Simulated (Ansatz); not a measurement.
Program: Ansatz. Geometries: PBE0-D4/def2-TZVP. ΔE: electronic, gas phase. CCSD(T)/CBS is the MP2 limit (def2-TZVPP, def2-QZVPP) plus CCSD(T) − MP2 in def2-TZVPP, frozen cores. Functionals use def2-TZVPP. def2 core potentials past Kr. For Ge, Te outer-core shells are correlated without core-valence functions, which leaves a few kJ/mol of doubt a bond. Scalar relativity is left out up to krypton. One conformer a species, not always the lowest.

Consider the formal exchange of groups at a Te–Si bond: `[SiH3][SiH2][TeH]` + `C[O][GeH3]` → `[GeH3][O]C[TeH]` + `[SiH3][SiH3]`.

`[SiH3][SiH2][TeH]`:

Cartesian coordinates in Å:
```
Si -0.731 0.715 1.254
Si 0.696 -0.365 -0.250
Te -0.563 -0.571 -2.400
H -0.054 0.881 2.568
H -1.966 -0.090 1.442
H -1.101 2.053 0.724
H 1.940 0.424 -0.452
H 1.073 -1.711 0.259
H 0.706 -1.337 -3.144
```

`C[O][GeH3]`:

```xyz
9

C    -1.299   -0.398    0.196
O    -0.513    0.608   -0.393
Ge    1.255    0.472   -0.243
H    -2.349   -0.159    0.010
H    -1.151   -0.457    1.283
H    -1.095   -1.389   -0.232
H     1.632    0.472    1.252
H     1.808    1.698   -0.976
H     1.713   -0.848   -0.895
```

`[GeH3][O]C[TeH]`:

```xyz
10

Ge   -0.965    1.266   -0.797
O     0.401    0.543    0.107
C     0.231   -0.732    0.631
Te    2.006   -1.412    1.645
H    -1.297    0.352   -1.992
H    -0.450    2.638   -1.235
H    -2.178    1.365    0.146
H     0.010   -1.484   -0.134
H    -0.550   -0.777    1.401
H     2.791   -1.759    0.227
```

`[SiH3][SiH3]`:

Z-matrix (Å, degrees):
```
Si
Si 1 2.338
H 1 1.488 2 110.3
H 1 1.488 2 110.3 3 120.0
H 1 1.488 2 110.3 3 -120.0
H 2 1.488 1 110.3 3 59.9
H 2 1.488 1 110.3 3 179.9
H 2 1.488 1 110.3 3 -60.1
```

**Question.** Is it downhill or uphill in electronic energy at CCSD(T)/CBS, and by how much? (Estimate.)

**Answer.** Ansatz gave: Uphill: ΔE = +1.00 eV.

**Question.** What do these levels give: ωB97X-V, HF/def2-TZVPP, CCSD/def2-TZVPP, MP2/def2-QZVPP, SCS-MP2/def2-QZVPP, CCSD/CBS(def2)? (An estimate is asked.)

**Answer.** The calculation gave: ωB97X-V 1.00, HF/def2-TZVPP 1.07, CCSD/def2-TZVPP 0.98, MP2/def2-QZVPP 1.03, SCS-MP2/def2-QZVPP 1.00, CCSD/CBS(def2) 1.02 eV.

Largest T1 diagnostic among the species: 0.013.

In def2-TZVPP, CCSD(T) changes the Hartree–Fock value by −0.11 eV (the triples alone add −0.02 eV) and MP2 by −0.06 eV. From PBE to PBE0 (25 % exact exchange), in def2-TZVPP and without D4, ΔE moves by +0.07 eV.
